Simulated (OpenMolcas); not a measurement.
## Ar³⁺: CASPT2 settings compared

```
Program             : OpenMolcas
Basis               : ANO-RCC-VTZP [5s4p2d1f]
Scalar Hamiltonian  : DKH2, point nucleus
Active space        : 5 electrons in 8 orbitals (3s 3p 4s 4p)
State averaging     : 2S+1 = 4 odd, 1 root; 2S+1 = 2 odd, 8 roots kept (CI in the orbitals of an earlier block); 2S+1 = 4 even, 3 roots; 2S+1 = 2 even, 9 roots kept (CI in the orbitals of an earlier block)
Spin-orbit coupling : RASSI with atomic mean-field integrals over the reference wave functions, term energies averaged over their components
```

Methods on the same reference wave functions:
A. CASSCF
B. SS-CASPT2, IPEA 0.5 Eh, imaginary shift 0.3 Eh (closed shells correlated: 2s 2p)
C. SS-CASPT2, IPEA 0.75 Eh, no level shift (closed shells correlated: 2s 2p)
D. XMS-CASPT2, IPEA 0 Eh, imaginary shift 0.4 Eh (closed shells correlated: 2s 2p)

Energies in eV above 3s2 3p3 4S* 3/2, the measured ground level; measured values from Saloman, J. Phys. Chem. Ref. Data 39, 033101 (2010).

```tsv
Level	A	B	C	D	Measured
3s2 3p3 4S* 3/2	0.0000	0.0000	0.0000	0.0000	0.0000
3s2 3p3 2D* 3/2	3.1928	2.780	2.780	2.772	2.6149
3s2 3p3 2D* 5/2	3.2121	2.795	2.795	2.787	2.6309
3s2 3p3 2P* 1/2	4.4978	4.468	4.450	4.514	4.3214
3s2 3p3 2P* 3/2	4.5177	4.484	4.466	4.529	4.3435
3s 3p4 4P 5/2	15.6022	15.155	15.177	14.758	14.5760
3s 3p4 4P 3/2	15.7120	15.265	15.287	14.868	14.6941
3s 3p4 4P 1/2	15.7749	15.328	15.350	14.931	14.7595
3s 3p4 2D 3/2	21.8386	19.754	19.908	19.096	18.0919
3s 3p4 2D 5/2	21.8513	19.767	19.921	19.109	18.1016
3s 3p4 2S 1/2	24.9714	23.816	23.940	23.256	22.0484
3s 3p4 2P 3/2	27.7464	25.521	25.652	24.606	27.6430
3s 3p4 2P 1/2	27.8880	25.665	25.796	24.752	27.7749
```

Deviations, from unrounded energies. A percentage is the sum of absolute deviations over the sum of measured energies, with the sign that they share, or ± where signs differ.

| Against measurement | Levels | A | B | C | D |
| --- | --- | --- | --- | --- | --- |
| mean absolute deviation (cm-1) | 12 | 10000 | 7800 | 8000 | 7100 |
| other terms of the ground configuration (%) | 4 | +10.9 | +4.4 | +4.2 | +5.0 |
| other configurations (%) | 8 | +8.7 | ±7.0 | ±7.2 | ±6.2 |

D lies closest to measurement on these levels and A furthest from it. The largest miss of D in the table is 3s 3p4 2P 3/2, by -24000 cm-1. The ranking rests on the paired levels alone, and a cruder setting can come out closer through cancelling errors.

Among B to D the level of the table that moves most is 3s 3p4 2P 3/2, by 8400 cm-1 (lowest in D, highest in C). Moves below CASPT2's spread within the term are not significant.

From A to B the spin-free energies of the other terms of 3s2 3p3 shown, above 4S*, scale by factors of 0.87 to 0.99.

The lowest spin-free term lies below A's lowest term by 0.127 hartree in B, 0.123 hartree in C, 0.136 hartree in D.

Term energies are means over components that CASPT2 splits; among the terms shown or strongly mixed into the levels shown the widest spread is 810 cm-1 (3s 3p4 2D, C). Over all roots computed the reference weight is 0.91 to 0.97 in B, 0.91 to 0.97 in C, 0.89 to 0.96 in D; the roots of lowest weight are the least certain, and an intruder state may touch them. Terms from blocks run as CI alone lack orbitals of their own. Active for correlation alone: 4p 4s; no level in the range computed is led by a configuration that fills them, so any true level of that kind is missing. Terms of s pⁿ other than that of highest spin mix with s² pⁿ⁻² d, which this space lacks; all of them can be thousands of cm-1 off, and some have no real level of that name. Computed and measured levels are paired by configuration, term and J; levels that our copy of the source lacks, or whose pairing is in doubt (as where it misses far off the trend of its configuration), stay unpaired and out of the deviations. Levels of configurations outside the active space are missing.

* marks odd parity.
